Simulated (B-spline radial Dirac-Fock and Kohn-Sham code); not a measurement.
## Kohn-Sham estimates against Dirac-Fock for the levels of As⁷⁺

System: As⁷⁺ in the configuration [Ar] 3d8.

The density-functional columns are spherical, spin-unpolarised Dirac-Kohn-Sham results without Breit or QED terms: −ε is minus the orbital energy of the initial state and ΔSCF the difference of two total energies. The reference in the last column comes from Dirac-Fock energy differences between relaxed states, corrected for Breit and QED terms. All numbers are from a radial B-spline solver, in eV; a selection of levels is shown. For the 1s level of heavy atoms much of the gap between ΔSCF and the reference is the Breit and QED part, -24.8 eV here; for other levels the error of the functional can be larger.

```csv
level,PBE −ε,PBE ΔSCF,LDA −ε,LDA ΔSCF,Dirac-Fock
K,11853.1,12064.8,11832.4,12043.5,12021.1
L1,1623.7,1663.0,1621.4,1660.8,1690.2
L2,1465.4,1512.4,1464.7,1511.8,1514.4
L3,1428.8,1474.8,1428.2,1474.2,1478.5
M1,319.2,336.0,318.4,335.2,349.9
M2,265.5,282.3,265.3,282.1,288.9
M3,260.2,276.8,260.0,276.6,283.5
"M4,5",167.7,184.1,168.0,184.4,182.2
```

Q: Order the estimates of the K (1s) level by their distance from the Dirac-Fock value, nearest first.
A. LDA −ε
B. PBE −ε
C. PBE ΔSCF
D. LDA ΔSCF

A: D (22.4 eV), C (43.7 eV), B (168.0 eV), A (188.7 eV).

Values without a named source are computed, but for edge energies of neutral atoms, which are taken from tables.
